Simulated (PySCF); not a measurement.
## Electron correlation in Ar⁺ (argon, charge +1)

[Ne] 3s1 3p5 3d1, one real determinant (an excited configuration). All numbers are calculated (PySCF 2.14, no relativity, point nucleus, in aug-cc-pwCVDZ). Frozen: [Ne]; 7 electrons correlated.

```json
{"level": "CCSD", "correlation energy (mhartree)": "-232.67"}
{"level": "(T)", "correlation energy (mhartree)": "-28.81"}
{"level": "CCSD(T)", "correlation energy (mhartree)": "-261.48"}
```

Diagnostics: T1 = 0.028, D1 = 0.0979, largest double amplitude 0.471.

The real determinant used has ⟨L²⟩ near 8 against 12 for a pure F term, so it mixes terms. The outer electron is Rydberg-like, and this basis confines it to a smaller radius and binds it less than a complete one would. A double-excitation amplitude exceeds 0.15, a sign of near-degeneracy.

Cost of the coupled-cluster step: about 2.5 core-seconds, for 7 correlated electrons.

The reference is one real determinant that mixes LS terms of this configuration.
